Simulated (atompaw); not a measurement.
## Hf (Z = 72) PAW (atompaw): all-electron and pseudo phase curves

* Element: hafnium (Hf)
* Generator: atompaw 4.2.0.5
* Type: PAW
* Functional: LDA (PW92)
* Relativity: scalar-relativistic
* Frozen core: [Xe]
* Valence charge: 18
* Reference configuration: 4f14 5d2 6s1.75 6p0 (charge +0.25)
* Partial waves: 6s (bound): rc 3.00 bohr; 6s channel at -0.05 Ry: rc 3.00 bohr; 6p (bound, empty): rc 3.00 bohr; 6p channel at 0.9 Ry: rc 3.00 bohr; 5d (bound): rc 3.00 bohr; 5d channel at 4.55 Ry: rc 1.90 bohr; 4f (bound): rc 0.90 bohr; 4f channel at 2.8 Ry: rc 0.90 bohr
* Local potential: troulliermartins scheme with l = 4 at 0 Ry, radius 2.45 bohr
* Core correction: smooth core density matched at 2.15 bohr
* Augmentation charge: sinc compensation charge, radius 2.55 bohr; PAW radius 3.00 bohr; waves and projectors: custom polynom2 7 10 vanderbiltortho

The phase is arctan(r·u′/u) with u = r·R(r), unwrapped; energies in Ry, scanned from -3 to 5 Ry. A pole is an energy at which the radial function vanishes at the test radius. The pseudo phase is shifted by a multiple of π to meet the all-electron one at the reference energy, and phase errors are pseudo minus all-electron; the curves can meet again beyond the range given. Levels narrower than the energy grid can be missing from the lists of poles. n/a: not evaluated, since a narrow level or a reset projector energy made the automatic matching unsafe.

A narrow feature of the pseudo curve, probably an extra level, lies near 0.40 Ry in the p channel; the grid steps over it, so the window and error are not given (n/a).

```csv
channel,radius (bohr),reference energy (Ry),"poles, all-electron","poles, pseudo",unbroken range about the reference energy with phases within 0.05 rad,phase error 1 Ry above the reference energy (rad)
s,3.00,-0.49,1.22,1.22,below 3.5,+0.000
p,3.00,-0.19,"-2.69, 2.52",2.61,n/a,n/a
d,3.00,-0.32,"0.15, 4.85","0.17, 4.84",below 1.6,+0.017
f,3.00,-1.37,2.96,2.96,n/a,n/a
```

A Bessel basis up to 400 Ry misses an occupied level by 1.44 Ry, so cutoffs were not judged. Note: ghost state, extra bound levels that the all-electron valence spectrum of the same l lacks: s at -6.3 eV (other channels not judged).

Phases in the f channel:

```tsv
E (Ry)	all-electron	pseudo
-3.00	1.394	1.394
-2.76	1.388	1.388
-2.52	1.381	1.381
-2.28	1.373	1.373
-2.04	1.364	1.364
-1.80	1.353	1.353
-1.56	1.336	1.336
-1.32	-1.774	-1.772
-1.08	-1.817	-1.816
-0.84	-1.837	-1.837
-0.60	-1.861	-1.861
-0.36	-1.889	-1.889
-0.12	-1.926	-1.926
0.12	-1.976	-1.976
0.36	-2.049	-2.049
0.60	-2.164	-2.165
0.84	-2.369	-2.369
1.08	-2.772	-2.773
1.32	-3.447	-3.449
1.56	-4.013	-4.014
1.80	-4.308	-4.308
2.04	-4.465	-4.465
2.28	-4.561	-4.561
2.52	-4.627	-4.627
2.76	-4.677	-4.677
3.00	-4.718	-4.718
3.24	-4.755	-4.755
3.48	-4.791	-4.791
3.72	-4.828	-4.828
3.96	-4.870	-4.871
4.20	-4.923	-4.925
4.44	-4.996	-5.000
4.68	-5.112	-5.124
4.92	-5.335	-5.369
```
